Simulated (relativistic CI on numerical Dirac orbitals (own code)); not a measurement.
Calculated at this level of theory: Dirac-Coulomb-Breit CI, KLI orbitals optimised for each configuration, QED by a radiative potential, unscaled Slater integrals (own radial code, finite nucleus).

The strongest absorption lines from the ground level of an ion, among the configurations computed and to levels below about 144 eV (vacuum wavelength in nm, gf): 8.7829 (0.031), 8.7858 (0.016), 9.9164 (0.058), 9.9230 (0.03), 13.211 (0.16), 13.235 (0.083), 62.116 (0.75), 63.585 (0.36).

**Question.** Which ion is it?
A. K8+
B. K10+
C. V12+
D. Cl6+

**Answer.** A. K8+ has 11 electrons and the ground level 3s 2S_1/2; the strongest line goes to 3p 2P°_3/2. The pattern of lines fixes the number of electrons, and along that sequence the line energies rise steadily with the charge (about as its square where n changes within one kind of shell, about linearly where n is kept but much faster in heavy ions where fine structure, which grows about as Z⁴, sets the gap, and irregularly where shells cross), which fixes Z. Configurations outside the model, such as inner-shell arrays, can give stronger lines. At this charge configurations can still be misplaced by up to about 7 % of their energy.
